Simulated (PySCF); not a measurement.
SMILES N[SiH2][SiH2][Ge]([Cl])([Cl])[Cl] at its PBE0/def2-SVP optimised geometry (Å):

```
13

Si    -0.7591    -0.4685     0.0000
N     -1.2413     1.1886     0.0000
Si     1.5938    -0.4685     0.0000
Ge     2.2841     0.5982     2.0182
Cl     1.6822    -0.5351     3.7508
Cl     4.3962     0.9729     2.2078
Cl     1.3058     2.5307     2.2081
H     -1.1764    -1.3283     1.1579
H     -1.2542    -1.1244    -1.2479
H     -0.8200     1.8306     0.6654
H     -2.2060     1.4370    -0.1913
H      2.2055     0.3303    -1.1034
H      2.2060    -1.8306     0.0532
```

Calculation: PBE0/def2-TZVP run with PySCF. Cells within 0.4 Å of a nucleus heavier than hydrogen are left out (blank, or x).

Map of the deformation density (molecule minus spherical neutral atoms) (e/bohr³) on the plane z = 0.0 Å:

```
|11111111111111111111111111111|
|11111111111111111111111111111|
|11111111111111111111111111111|
|11111111111111111111111111111|
|11111111111111111111111111111|
|11111111111111111111111111111|
|11111111111111111111111111111|
|11111111111111111111111111111|
|11111100111321111111111111111|
|11111003632631111111111111111|
|111110059xxx21111111111111111|
|1111110243xx21111111111111111|
|11111111237741111101111111111|
|11111111125531122100111111111|
|11111111112211233201111111111|
|11111111000xx13553xxx00111111|
|11111111000xx13553xxx00111111|
|11111111111100233212332111111|
|11111111111100122124663111111|
|11111111111100111124783111111|
|11111111111111111112452111111|
|11111111111111111111111111111|
|11111111111111111111111111111|
|11111111111111111111111111111|
|11111111111111111111111111111|
|11111111111111111111111111111|
|11111111111111111111111111111|
|11111111111111111111111111111|
|11111111111111111111111111111|
```
Scale: ten equal steps from -0.019 (start of '0') to 0.084 (end of '9'), in the order '0123456789'; x runs from -4.50 to 4.50, y from -4.50 (bottom) to 4.50 (top).
